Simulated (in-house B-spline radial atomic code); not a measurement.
Cs⁺. Computed with a B-spline radial atomic code. Model: non-relativistic spherical atom: semilocal Troullier-Martins pseudo-atom, one channel per l, against all electrons, high spin, G0W0 and RPA with empty states to l = 8, local potential for every l without a channel, a model core (radius 0 = none) keeps its share of the functional.

Without relativity these are model numbers for so heavy an element.

What the tables leave out is listed at the end.

The pseudopotential gives back the lowest level of each angular momentum of its own functional in the configuration it was made in; a second state of the same l is only approximately right. Exact exchange, RPA and GW see the smooth pseudo-orbitals and miss the exchange with the core, for which the functional's share stands in. The column with an uncorrelated core keeps all orbitals and exact exchange, and so separates missing core correlation from pseudisation. Only the three outermost levels and the lowest empty one were computed. RPA here is direct RPA, with no exchange kernel, and its energies carry an (l + 1/2)⁻⁴ tail. A hybrid on a potential with a model core restores only its own semilocal share of the core's exchange.

Command:
```bash
python run_psgw.py task.json out
```
Settings (lengths in bohr, energies in hartree):
```
Z                      55
electrons              54
configuration          [Kr] 4d10 5s2 5p6
generated_in           [Xe] 6s1
functional             pbe,pbe
core_shells            10
radius_factor          1
core_correction        True
```

Time taken, with all properties: 29 s on 1 thread of Arm Neoverse N1, on a shared host.

Given: made with PBE; model core radius 1.41 bohr; local radius 2.048 bohr; mean-field start PBE.

Valence shells of the generating configuration: 5p, 6s.

Channel: s 3.4, p 1.809, d 3.054 (radii in bohr).

Computed: largest level miss in the spin-unpolarised generating configuration 0 eV; valence RPA correlation energy pseudo -0.35891 hartree; all-electron RPA polarisability, core included 14.721 bohr³; pseudo-atom RPA polarisability 15.249 bohr³.

| level | occupied | mean-field all-electron (eV) | mean-field pseudo minus all (eV) | G0W0 all-electron (eV) | G0W0 uncorrelated core minus all (eV) | G0W0 pseudo minus all (eV) | exchange self-energy all-electron (eV) | exchange self-energy pseudo (eV) |
| --- | --- | --- | --- | --- | --- | --- | --- | --- |
| 5p | 1 | -18.649 | 0.008 | -23.542 | -0.053 | 0.809 | -20.981 | -14.316 |
| 6s (empty) | 0 | -5.3866 | -0.029 | -3.6431 | 0.1 | -0.359 | -1.402 | -1.5499 |

Problem. What is the valence RPA correlation energy all-electron orbitals?

Solution. -0.2419 hartree.

Given: mean-field start PBE0.

Computed: valence RPA correlation energy all-electron orbitals -0.2222 hartree; valence RPA correlation energy pseudo -0.33384 hartree; pseudo-atom RPA polarisability 14.931 bohr³.

```tsv
level	occupied	mean-field all-electron (eV)	mean-field pseudo minus all (eV)	G0W0 all-electron (eV)	G0W0 uncorrelated core minus all (eV)	G0W0 pseudo minus all (eV)	exchange self-energy all-electron (eV)	exchange self-energy pseudo (eV)
5p	1	-20.111	0.692	-23.718	-0.02	1.138	-20.948	-14.145
6s (empty)	0	-4.8021	-0.148	-3.6832	0.086	-0.271	-1.1963	-1.2031
```

Problem. What is the all-electron RPA polarisability, core included?

Solution. 13.32 bohr³.

Among the listed levels the largest G0W0 shift of the pseudo-atom is +1.14 eV, for 5p on the PBE0 start, while leaving the core uncorrelated moves that level by -0.02 eV. So pseudisation and the lost core exchange, not the missing core correlation, make the error. Not in the tables (levels of low weight, unsolved or above zero; the highest and the empty levels are kept at any weight): no Hartree-Fock pseudo-atom is run with a model core.
